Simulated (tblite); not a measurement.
Compound: C₆H₁₂F₂Si.
Cartesian coordinates in Å at the GFN2-xTB level; atoms count from 1:
```xyz
21
C6H12F2Si angstrom
C      0.746    1.379   -0.796
C      0.182    0.094   -0.197
C      0.597   -0.090    1.263
Si     2.471   -0.271    1.547
C     -1.333    0.116   -0.294
C     -2.011   -0.288   -1.570
F     -3.117    0.394   -1.977
C     -2.130   -1.157   -0.360
F     -1.470   -2.350   -0.379
H      1.830    1.329   -0.850
H      0.469    2.235   -0.184
H      0.357    1.536   -1.800
H      0.550   -0.760   -0.776
H      0.101   -0.984    1.648
H      0.215    0.750    1.847
H      2.687   -0.760    2.909
H      3.141    1.023    1.398
H      3.015   -1.222    0.575
H     -1.804    0.921    0.257
H     -1.430   -0.627   -2.419
H     -3.076   -1.252    0.158
```

Level: GFN2-xTB in tblite, geometry and Hessian alike; calculated harmonic values, unscaled, isolated species. The method is semi-empirical: single wavenumbers can be off by several per cent or more. Modes of hydrogen on silicon can be 10 to 20 % off. One conformer, not necessarily the lowest.

Harmonic wavenumbers (cm⁻¹): 44.2, 56.8, 97.2, 119.0, 156.8, 216.9, 228.9, 233.5, 298.8, 317.1, 377.0, 429.8, 459.9, 515.5, 552.2, 597.9, 757.1, 771.2, 791.1, 794.6, 807.4, 851.2, 913.0, 929.8, 952.8, 985.3, 1014.8, 1034.8, 1066.2, 1103.1, 1127.8, 1139.8, 1155.9, 1178.0, 1210.0, 1234.2, 1259.3, 1276.8, 1323.2, 1341.6, 1412.8, 1438.7, 1478.8, 1497.3, 1499.5, 2249.3, 2265.3, 2270.1, 2940.6, 2965.1, 2980.5, 3030.4, 3035.0, 3044.4, 3048.6, 3052.1, 3064.1.

A = 2426, B = 662.3, C = 559.2 MHz; mass 150.068 u (most abundant isotopes); point group C1, symmetry number 1.

Question: What is the zero-point energy?

Answer: ½Σν̃ = 35497 cm⁻¹ = 424.63 kJ/mol.

Question: Give the ideal-gas entropy at 350 K and 1 bar in the rigid-rotor, harmonic-oscillator model (classical rotation).

Answer: Translation 174.68, rotation 128.61, vibration 168.52: S = 471.8 J/(mol K).

Question: And Cp and H(350 K) − H(0)?

Answer: Cp = 207.08 J/(mol K), of which vibrations give 173.83 (their classical limit is 57 R = 473.9); H(350 K) − H(0) = 42.38 kJ/mol without the zero-point energy, 30.74 from vibrations.

Question: How do the functions run with temperature in this model?

Answer: 
| T (K) | S (J/(mol K)) | Cp (J/(mol K)) | H − H(0) (kJ/mol) | G − H(0) (kJ/mol) | ln q(vib) |
| --- | --- | --- | --- | --- | --- |
| 150 | 343.6 | 110.2 | 10.75 | -40.78 | 3.61 |
| 250 | 410.8 | 157.8 | 24.12 | -78.59 | 6.68 |
| 298.15 | 440.7 | 181.8 | 32.29 | -99.09 | 8.14 |
| 400 | 501.0 | 230.1 | 53.32 | -147.08 | 11.21 |
| 600 | 609.1 | 303.3 | 107.14 | -258.32 | 17.15 |
| 900 | 746.3 | 372.0 | 209.36 | -462.32 | 25.53 |

q(vib) and H(0) count from the zero-point level.

Question: Which modes carry the vibrational entropy at 350 K?

Answer: 44.2 cm⁻¹: 22.51; 56.8 cm⁻¹: 20.43; 97.2 cm⁻¹: 16.00; 119.0 cm⁻¹: 14.34; 156.8 cm⁻¹: 12.11; 216.9 cm⁻¹: 9.54 J/(mol K); the other 51 give 73.60 together.

Hindered rotation and anharmonicity are outside this model. Other conformers, if any are populated, would add a mixing term that is left out. The structure is chiral; the term R ln 2 for an equal mix with its mirror image is left out.
